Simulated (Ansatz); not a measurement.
`C[SiH](F)P` + CH₃NH₂ → `CNP` + `C[SiH2]F` at 600 K and 1 bar (cleavage of the P–Si bond).

Calculated with Ansatz (gas phase, PBE0-D4/def2-TZVP geometries, no zero-point term in ΔE). CCSD(T)/CBS adds triple-zeta CCSD(T) − MP2 to the extrapolated MP2 energy (def2 sets, frozen cores). Each species was taken in one conformer, which may not be the lowest.

```json
{"species": "`C[SiH](F)P`", "CCSD(T)/CBS energy (Eh)": "-771.55123", "H − E (kJ/mol)": "233.9", "S (J/(mol·K))": "429.2"}
{"species": "CH₃NH₂", "CCSD(T)/CBS energy (Eh)": "-95.75281", "H − E (kJ/mol)": "199.3", "S (J/(mol·K))": "283.8"}
{"species": "`CNP`", "CCSD(T)/CBS energy (Eh)": "-437.28343", "H − E (kJ/mol)": "234.3", "S (J/(mol·K))": "355.0"}
{"species": "`C[SiH2]F`", "CCSD(T)/CBS energy (Eh)": "-430.00374", "H − E (kJ/mol)": "191.4", "S (J/(mol·K))": "351.0"}
```

H − E and S are ideal-gas, rigid-rotor, harmonic terms from PBE0-D4/def2-TZVP, for one conformer and one mirror image of each species. 1 Eh = 2625.50 kJ/mol, R = 8.31446 J/(mol·K).

Q: By hand: ΔE, ΔH, ΔS and ΔG.

A: ΔE = (-437.28343) + (-430.00374) − (-771.55123) − (-95.75281) = 0.01687 Eh = 44.3 kJ/mol. Δ(H − E) = 234.3 + 191.4 − 233.9 − 199.3 = -7.5, so ΔH = 36.8 kJ/mol. ΔS = 355.0 + 351.0 − 429.2 − 283.8 = -7.0 J/(mol·K). ΔG = 36.8 − 600 × (-7.0)/1000 = 41.0 kJ/mol.

Q: By hand: the equilibrium constant, and the temperature at which ΔG would vanish if ΔH and ΔS stayed fixed.

A: log₁₀ K = −ΔG/(RT ln 10) = -3.6. ΔH and −TΔS have one sign here, so there is no such temperature.

The number of gas molecules stays the same, so ΔS is small and ΔH decides. A doubt of 5 kJ/mol in ΔE shifts log₁₀ K by 0.4 here. Other conformers and mirror images would add mixing entropy, several J/(mol·K) or more a flexible species. These are equilibria of isolated gas molecules and say nothing of rates. Largest T1 diagnostic: 0.012 (customary marks: 0.02 for closed shells, 0.045 for open ones).

ΔS is within the doubt of such terms, so its sign, and with it that verdict, could turn.
